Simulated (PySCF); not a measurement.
**Ionisation energy along the 18-electron series**

Calculated with PySCF 2.14 and a two-component X2C-1e Hamiltonian (Gaussian nucleus, no Breit or QED terms), each ion in its own even-tempered basis scaled to its charge; GMP2 freezes 1s2 and drops the highest virtual spinors. Values in eV. NIST values: (m) measured, (s) semi-empirical, (t) theoretical.

| ion | configuration | GHF (spin-free) | GMP2 (spin-free) | GHF (screened spin-orbit) | GMP2 (screened spin-orbit) | NIST |
| --- | --- | --- | --- | --- | --- | --- |
| Yb(52+) | [Ar] | 5071.4 | 5072.4 | 4991.2 | 4992.2 | 4988 ± 4 (t) |
| Hf(54+) | [Ar] | 5445.1 | 5446.0 | 5354.0 | 5355.0 | 5350 ± 5 (t) |

(1) Fill in the row of Lu(53+).

Results:

(1) configuration: [Ar]; GHF (spin-free): 5256.5; GMP2 (spin-free): 5257.5; GHF (screened spin-orbit): 5171.0; GMP2 (screened spin-orbit): 5172.0; NIST: 5168 ± 5 (t).
